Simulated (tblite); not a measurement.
C2H7OP2Si2 (doublet state).
Atom-mapped SMILES: `[CH3:1][C:2](=[O:3])[SiH:4]1[PH:5][SiH:6][PH:7]1` (hydrogens: H8, H9, H10 on C1; H11 on Si4; H12 on P5; H13 on Si6; H14 on P7)

Structure used (GFN2-xTB), in Å, numbered top down from 1:
```xyz
14
C2H7OP2Si2 angstrom
C     -1.8064    1.0182   -0.1217
C     -1.6601   -0.4433    0.1834
O     -2.5877   -1.1924    0.3559
Si     0.1450   -1.0934    0.2854
P      1.2904    0.1969    1.7637
Si     2.4372    0.7263   -0.1356
P      1.2280   -0.5075   -1.6245
H     -2.8515    1.3185   -0.1444
H     -1.3417    1.2186   -1.0875
H     -1.2690    1.5921    0.6337
H      0.1715   -2.5242    0.5803
H      2.1253   -0.8255    2.1763
H      2.0618    2.1300   -0.4201
H      2.0565   -1.6149   -1.6271
```

Calculated harmonic vibrations of the isolated species, GFN2-xTB (tblite), most abundant isotopes, no scaling. The method is semi-empirical: single wavenumbers can be off by several per cent or more. Modes of hydrogen on phosphorus and silicon can be 10 to 20 % off. One conformer, not necessarily the lowest. Open shells enter through the occupations alone, without spin polarisation, and single modes of such species can be off by tens of per cent.

Harmonic wavenumbers (cm⁻¹): 31.7, 39.0, 76.7, 99.7, 131.9, 193.8, 270.5, 364.7, 390.7, 415.0, 419.8, 426.7, 459.6, 464.5, 493.0, 555.0, 586.9, 621.9, 631.4, 669.9, 690.9, 693.6, 951.6, 960.8, 1121.4, 1355.0, 1438.9, 1445.9, 1745.5, 2105.3, 2263.1, 2312.9, 2321.0, 2993.7, 3001.0, 3038.0.

A = 1778, B = 923.6, C = 774.8 MHz; mass 164.951 u (most abundant isotopes); point group Cs, symmetry number 1; spin multiplicity 2.

Question: What is the zero-point energy?

Answer: Half the sum of the wavenumbers: 17890 cm⁻¹ = 51.15 kcal/mol.

Question: Give the ideal-gas entropy at 298.15 K and 1 bar in the rigid-rotor, harmonic-oscillator model (classical rotation).

Answer: Translation 41.24, rotation 29.91, vibration 35.26, spin (R ln 2) 1.38: S = 107.8 cal/(mol K).

Question: And Cp and H(298.15 K) − H(0)?

Answer: Cp = 40.76 cal/(mol K), of which vibrations give 32.81 (their classical limit is 36 R = 71.5); H(298.15 K) − H(0) = 7.62 kcal/mol without the zero-point energy, 5.25 from vibrations.

Question: Which modes carry the vibrational entropy at 298.15 K?

Answer: 31.7 cm⁻¹: 5.72; 39.0 cm⁻¹: 5.31; 76.7 cm⁻¹: 3.97; 99.7 cm⁻¹: 3.46; 131.9 cm⁻¹: 2.92; 193.8 cm⁻¹: 2.19 cal/(mol K); the other 30 give 11.69 together.

Question: Blend soft modes into free rotors: weight 1/[1 + (100 cm⁻¹/ν̃)⁴] for the oscillator and the rest for a rotor with moment μB/(μ + B), μ = h/(8π²ν), B = 10⁻⁴⁴ kg m². What vibrational entropy results?

Answer: 31.07 cal/(mol K) in place of 35.26, which changes −T·S at 298.15 K by +1.25 kcal/mol.

Hindered rotation and anharmonicity are outside this model. Other conformers, if any are populated, would add a mixing term that is left out.
